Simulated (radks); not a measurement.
Values are calculated unless marked as measured or tabulated.
Tc4+, 39 electrons, occupied as [Ar] 3d10 4s1 4p6 4d3 4f1 (not the ground configuration). Code: a radial shooting solver on a logarithmic mesh with Libxc functionals. Model: scalar-relativistic Kohn-Sham, PBEsol, spin-unpolarised, spherical densities, finite nucleus; Fermi nuclear charge, rms radius 4.4112 fm.

X-ray form factor f0, the Fourier transform of the density (f0(0) = 39):

| sin(theta)/lambda (1/angstrom) | f0 (electrons) |
|---|---|
| 0.05 | 38.498 |
| 0.1 | 37.151 |
| 0.15 | 35.289 |
| 0.2 | 33.195 |
| 0.25 | 31.048 |
| 0.3 | 28.964 |
| 0.4 | 25.268 |
| 0.5 | 22.340 |
| 0.6 | 20.048 |
| 0.8 | 16.464 |
| 1 | 13.439 |
| 1.25 | 10.332 |
| 1.5 | 8.154 |
| 2 | 5.947 |
